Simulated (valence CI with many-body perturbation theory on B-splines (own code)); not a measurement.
Results of a calculation; reference values are marked as such.
# Level structure of Er61+

Method: configuration interaction combined with many-body perturbation theory (CI+MBPT): five valence electrons over a frozen Dirac-Fock core [He], a basis of 9 s, 9 p, 8 d, 6 f, 3 g, 1 h functions for each j, with the one-electron correlation potential Σ1 (screened to all orders), the two-electron term Σ2, the three-electron term Σ3, Breit, model QED; selected single and double excitations, second order for the rest (own B-spline code, finite nucleus).

No measured spectrum was set against this ion. As an estimate, large intervals hold to a few tenths of a per cent, small ones and those within an open d or f shell to about a per cent. Among the levels kept, up to 1100 cm⁻¹ of a level comes from second order outside the variational space, and about a tenth of that is noise between levels of different J, which matters for small intervals.

Levels 1 to 45 of 74, with energies above the lowest level, (2s^2 2p1/2^2 2p3/2) J=3/2. "Leading %" is the weight of the configuration and term that name the level; weights of strongly mixed levels are sums over their largest components and can fall short. In the jj column 3d3/2^4 stands for four electrons in 3d with j = 3/2.

```csv
No.,Configuration,Term,J,E (Ry),Leading %,Leading jj,g
1,2s²2p³,²P°,3/2,0.00,48,2s^2 2p1/2^2 2p3/2 (100 %),1.323
2,2s²2p³,⁴S°,3/2,68.81,55,2s^2 2p1/2 2p3/2^2 (100 %),1.437
3,2s²2p³,²D°,5/2,70.47,100,2s^2 2p1/2 2p3/2^2 (100 %),1.168
4,2s²2p³,²P°,1/2,73.83,100,2s^2 2p1/2 2p3/2^2 (100 %),0.624
5,2s2p⁴,⁴P,5/2,91.14,71,2s 2p1/2^2 2p3/2^2 (100 %),1.452
6,2s2p⁴,²S,1/2,98.08,64,2s 2p1/2^2 2p3/2^2 (100 %),2.016
7,2s2p⁴,²P,3/2,98.18,50,2s 2p1/2^2 2p3/2^2 (100 %),1.176
8,2s²2p³,²P°,3/2,142.78,51,2s^2 2p3/2^3 (99 %),1.288
9,2s2p⁴,⁴P,3/2,161.77,84,2s 2p1/2 2p3/2^3 (100 %),1.584
10,2s2p⁴,²D,5/2,164.65,71,2s 2p1/2 2p3/2^3 (100 %),1.284
11,2s2p⁴,²P,1/2,168.76,64,2s 2p1/2 2p3/2^3 (99 %),1.360
12,2s2p⁴,²D,3/2,169.44,54,2s 2p1/2 2p3/2^3 (100 %),1.018
13,2p⁵,²P°,3/2,194.09,99,2p1/2^2 2p3/2^3 (99 %),1.304
14,2s2p⁴,⁴P,1/2,238.84,38,2s 2p3/2^4 (100 %),1.861
15,2p⁵,²P°,1/2,264.89,100,2p1/2 2p3/2^4 (100 %),0.624
16,2s²2p²3s,⁴P,1/2,544.87,46,2s^2 2p1/2^2 3s (100 %),1.997
17,2s²2p²3p,²P°,1/2,551.64,46,2s^2 2p1/2^2 3p1/2 (100 %),0.649
18,2s²2p²3p,²P°,3/2,573.06,34,2s^2 2p1/2^2 3p3/2 (100 %),1.324
19,2s²2p²3d,²D,3/2,579.12,42,2s^2 2p1/2^2 3d3/2 (100 %),0.784
20,2s²2p²3d,²D,5/2,585.36,36,2s^2 2p1/2^2 3d5/2 (100 %),1.190
21,2s²2p²3s,⁴P,3/2,614.58,88,2s^2 2p1/2 2p3/2 3s (100 %),1.657
22,2s²2p²3s,²P,1/2,615.26,67,2s^2 2p1/2 2p3/2 3s (100 %),1.296
23,2s²2p²3s,²D,5/2,615.99,64,2s^2 2p1/2 2p3/2 3s (100 %),1.312
24,2s²2p²3s,²D,3/2,616.43,64,2s^2 2p1/2 2p3/2 3s (100 %),0.960
25,2s²2p²3p,⁴P°,1/2,621.28,48,2s^2 2p1/2 2p3/2 3p1/2 (100 %),1.730
26,2s²2p²3p,⁴D°,3/2,621.73,55,2s^2 2p1/2 2p3/2 3p1/2 (100 %),1.131
27,2s²2p²3p,²F°,5/2,622.71,49,2s^2 2p1/2 2p3/2 3p1/2 (100 %),1.050
28,2s²2p²3p,²P°,3/2,625.35,43,2s^2 2p1/2 2p3/2 3p1/2 (99 %),1.311
29,2s2p³3s,⁴P°,5/2,633.99,46,2s 2p1/2^2 2p3/2 3s (97 %),1.597
30,2s2p³3s,²P°,3/2,635.95,34,2s 2p1/2^2 2p3/2 3s (97 %),1.439
31,2s2p³3s,²P°,1/2,640.08,36,2s 2p1/2^2 2p3/2 3s (84 %),0.937
32,2s2p³3s,²P°,3/2,640.89,37,2s 2p1/2^2 2p3/2 3s (93 %),1.364
33,2s2p³3p,⁴P,3/2,641.50,29,2s 2p1/2^2 2p3/2 3p1/2 (99 %),1.676
34,2s2p³3p,²D,5/2,641.57,25,2s 2p1/2^2 2p3/2 3p1/2 (98 %),1.342
35,2s²2p²3p,⁴D°,5/2,642.22,52,2s^2 2p1/2 2p3/2 3p3/2 (98 %),1.411
36,2s²2p²3p,²P°,1/2,642.70,32,2s^2 2p1/2 2p3/2 3p3/2 (87 %),1.432
37,2s²2p²3p,²D°,3/2,642.80,53,2s^2 2p1/2 2p3/2 3p3/2 (99 %),1.148
38,2s²2p²3p,²F°,7/2,643.30,64,2s^2 2p1/2 2p3/2 3p3/2 (100 %),1.220
39,2s²2p²3p,²P°,3/2,644.83,32,2s^2 2p1/2 2p3/2 3p3/2 (92 %),1.402
40,2s²2p²3p,²D°,5/2,645.21,65,2s^2 2p1/2 2p3/2 3p3/2 (99 %),1.180
41,2s²2p²3p,²P°,1/2,646.80,84,2s^2 2p1/2 2p3/2 3p3/2 (97 %),0.655
42,2s2p³3p,²P,1/2,647.19,35,2s 2p1/2^2 2p3/2 3p1/2 (96 %),1.254
43,2s2p³3p,²D,3/2,647.31,33,2s 2p1/2^2 2p3/2 3p1/2 (95 %),0.965
44,2s²2p²3d,⁴F,3/2,649.03,42,2s^2 2p1/2 2p3/2 3d3/2 (97 %),0.917
45,2s²2p²3d,⁴F,5/2,649.12,53,2s^2 2p1/2 2p3/2 3d3/2 (99 %),0.958
```

The ionisation energy to 2s²2p² ³P0 of the next ion comes out as 13855 eV (NIST: 13855 ± 12 eV (theoretical)). All 74 levels together are meant to be complete up to 675.37 Ry.
